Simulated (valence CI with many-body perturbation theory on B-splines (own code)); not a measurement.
## Level structure of Zr II

Method: relativistic CI+MBPT: three valence electrons over a frozen Dirac-Fock core [Kr], radial functions for each j: 7 s, 7 p, 8 d, 6 f, 4 g, 1 h, with the one-electron correlation potential Σ1 (screened to all orders), the two-electron term Σ2, the three-electron term Σ3, Breit, model QED; selected single and double excitations, second order for the rest, scaled by the run's own slope (own B-spline code, finite nucleus).

Against 29 measured levels this calculation errs by 246 cm⁻¹ on average and by 602 at most. These come from a selection out of the NIST Handbook of Basic Atomic Spectroscopic Data. Levels without a partner in it may be off by more, other configurations by 1,000 to 4,000 cm⁻¹.

Levels 46 to 90 of 238, with energies above the lowest level, 4d²5s ⁴F_3/2. "Leading %" is the weight of the configuration and term that name the level; weights of strongly mixed levels are sums over their largest components and can fall short. In the jj column 3d3/2^4 stands for four electrons in 3d with j = 3/2. Lifetimes count E1, E2, E3, M1 and M2 decay at the calculated energies, and are blank where another channel may lead or the interval is too uncertain; long ones can be off by a factor of two.

| No. | Configuration | Term | J | E (eV) | Leading % | g | Lifetime | Leading jj |
| --- | --- | --- | --- | --- | --- | --- | --- | --- |
| 46 | 4d²5p | ⁴G° | 11/2 | 3.780 | 98 | 1.273 | 5.60 ns | 4d5/2^2 5p3/2 (76 %) |
| 47 | 4d²5p | ⁴F° | 7/2 | 3.831 | 89 | 1.235 | 4.56 ns | 4d3/2 4d5/2 5p3/2 (43 %) |
| 48 | 4d²5p | ²D° | 5/2 | 3.837 | 54 | 1.124 | 8.12 ns | 4d3/2 4d5/2 5p3/2 (39 %) |
| 49 | 4d²5p | ⁴F° | 9/2 | 3.907 | 89 | 1.326 | 4.40 ns | 4d5/2^2 5p3/2 (37 %) |
| 50 | 4d²5p | ⁴D° | 1/2 | 3.933 | 78 | 0.009 | 6.16 ns | 4d3/2^2 5p3/2 (62 %) |
| 51 | 4d²5p | ⁴D° | 3/2 | 3.968 | 74 | 1.179 | 6.19 ns | 4d3/2 4d5/2 5p3/2 (53 %) |
| 52 | 4d²5p | ⁴D° | 5/2 | 4.013 | 71 | 1.351 | 6.26 ns | 4d3/2 4d5/2 5p3/2 (37 %) |
| 53 | 4d²5p | ⁴D° | 7/2 | 4.046 | 78 | 1.418 | 5.92 ns | 4d5/2^2 5p3/2 (30 %) |
| 54 | 4d²5p | ²D° | 3/2 | 4.090 | 45 | 0.808 | 9.59 ns | 4d3/2 4d5/2 5p3/2 (23 %) |
| 55 | 4d²5p | ²D° | 5/2 | 4.142 | 48 | 1.200 | 9.85 ns | 4d5/2^2 5p3/2 (26 %) |
| 56 | 4d²5p | ²G° | 7/2 | 4.235 | 94 | 0.894 | 4.71 ns | 4d3/2 4d5/2 5p3/2 (40 %) |
| 57 | 4d²5p | ²S° | 1/2 | 4.320 | 92 | 1.967 | 3.93 ns | 4d3/2 4d5/2 5p3/2 (37 %) |
| 58 | 4d²5p | ²G° | 9/2 | 4.323 | 93 | 1.116 | 4.77 ns | 4d5/2^2 5p3/2 (46 %) |
| 59 | 4d²5p | ²P° | 3/2 | 4.459 | 72 | 1.350 | 3.36 ns | 4d3/2 4d5/2 5p1/2 (23 %) |
| 60 | 4d²5p | ²P° | 1/2 | 4.497 | 76 | 0.699 | 3.60 ns | 4d5/2^2 5p3/2 (32 %) |
| 61 | 4d²5p | ⁴D° | 1/2 | 4.503 | 60 | 0.040 | 3.44 ns | 4d3/2^2 5p1/2 (23 %) |
| 62 | 4d²5p | ⁴D° | 3/2 | 4.541 | 44 | 0.988 | 3.72 ns | 4d3/2 5s 5p1/2 (29 %) |
| 63 | 4d5s5p | ⁴F° | 3/2 | 4.565 | 64 | 0.630 | 4.94 ns | 4d3/2 5s 5p1/2 (45 %) |
| 64 | 4d²5p | ²F° | 5/2 | 4.584 | 38 | 1.059 | 3.80 ns | 4d3/2 4d5/2 5p1/2 (26 %) |
| 65 | 4d²5p | ²F° | 5/2 | 4.619 | 40 | 1.008 | 3.66 ns | 4d5/2 5s 5p1/2 (29 %) |
| 66 | 4d5s5p | ⁴F° | 5/2 | 4.634 | 44 | 1.197 | 4.37 ns | 4d3/2 5s 5p3/2 (38 %) |
| 67 | 4d²5p | ²F° | 7/2 | 4.642 | 49 | 1.227 | 3.73 ns | 4d3/2 4d5/2 5p3/2 (36 %) |
| 68 | 4d²5p | ⁴S° | 3/2 | 4.677 | 84 | 1.931 | 3.33 ns | 4d5/2^2 5p1/2 (28 %) |
| 69 | 4d5s5p | ⁴F° | 7/2 | 4.702 | 39 | 1.254 | 3.78 ns | 4d5/2 5s 5p1/2 (40 %) |
| 70 | 4d5s5p | ⁴F° | 7/2 | 4.725 | 42 | 1.327 | 4.17 ns | 4d3/2 5s 5p3/2 (37 %) |
| 71 | 4d²5p | ⁴P° | 1/2 | 4.753 | 56 | 2.557 | 13.4 ns | 4d3/2 5s 5p3/2 (29 %) |
| 72 | 4d²5p | ⁴P° | 3/2 | 4.761 | 53 | 1.714 | 12.2 ns | 4d3/2 4d5/2 5p3/2 (23 %) |
| 73 | 4d²5p | ⁴P° | 5/2 | 4.806 | 53 | 1.581 | 14.7 ns | 4d5/2 5s 5p1/2 (22 %) |
| 74 | 4d5s5p | ⁴F° | 9/2 | 4.826 | 90 | 1.334 | 5.54 ns | 4d5/2 5s 5p3/2 (90 %) |
| 75 | 4d²5p | ⁴D° | 1/2 | 4.848 | 49 | 0.065 | 2.16 ns | 4d3/2 5s 5p1/2 (22 %) |
| 76 | 4d²5p | ⁴D° | 3/2 | 4.880 | 47 | 1.219 | 2.21 ns | 4d3/2 5s 5p3/2 (27 %) |
| 77 | 4d²5p | ⁴D° | 5/2 | 4.936 | 48 | 1.379 | 2.26 ns | 4d3/2 4d5/2 5p3/2 (33 %) |
| 78 | 4d²5p | ⁴D° | 7/2 | 5.009 | 52 | 1.413 | 2.20 ns | 4d5/2 5s 5p3/2 (31 %) |
| 79 | 4d²5p | ²G° | 7/2 | 5.048 | 89 | 0.913 | 2.97 ns | 4d3/2 4d5/2 5p3/2 (30 %) |
| 80 | 4d²5p | ²G° | 9/2 | 5.053 | 84 | 1.088 | 3.18 ns | 4d3/2 4d5/2 5p3/2 (36 %) |
| 81 | 4d²5p | ²P° | 1/2 | 5.092 | 54 | 0.669 | 4.89 ns | 4d3/2 4d5/2 5p3/2 (30 %) |
| 82 | 4d²5p | ²D° | 3/2 | 5.161 | 70 | 0.848 | 4.86 ns | 4d3/2 4d5/2 5p3/2 (33 %) |
| 83 | 4d²5p | ²P° | 3/2 | 5.167 | 57 | 1.303 | 5.53 ns | 4d3/2 4d5/2 5p3/2 (31 %) |
| 84 | 4d²5p | ²H° | 9/2 | 5.181 | 85 | 0.934 | 4.79 ns | 4d3/2 4d5/2 5p3/2 (49 %) |
| 85 | 4d²5p | ²D° | 5/2 | 5.187 | 72 | 1.192 | 5.11 ns | 4d3/2 4d5/2 5p3/2 (35 %) |
| 86 | 4d²5p | ²H° | 11/2 | 5.267 | 97 | 1.091 | 4.98 ns | 4d3/2 4d5/2 5p3/2 (75 %) |
| 87 | 4d²5p | ²F° | 7/2 | 5.293 | 72 | 1.138 | 5.31 ns | 4d3/2 4d5/2 5p3/2 (37 %) |
| 88 | 4d²5p | ²F° | 5/2 | 5.337 | 68 | 0.881 | 5.31 ns | 4d3/2 4d5/2 5p3/2 (45 %) |
| 89 | 4d5s5p | ⁴P° | 1/2 | 5.346 | 59 | 2.652 | 2.56 ns | 4d3/2 5s 5p3/2 (52 %) |
| 90 | 4d5s5p | ⁴P° | 3/2 | 5.360 | 56 | 1.719 | 2.54 ns | 4d3/2 5s 5p3/2 (31 %) |

Names give the largest LS component (configuration and term), which can be under half, so a name can repeat, a term be missing and a line seem to break the LS rules; names also repeat where a configuration has a term twice.

Where two levels of one J and parity lie close, their mixing, g and order are uncertain.
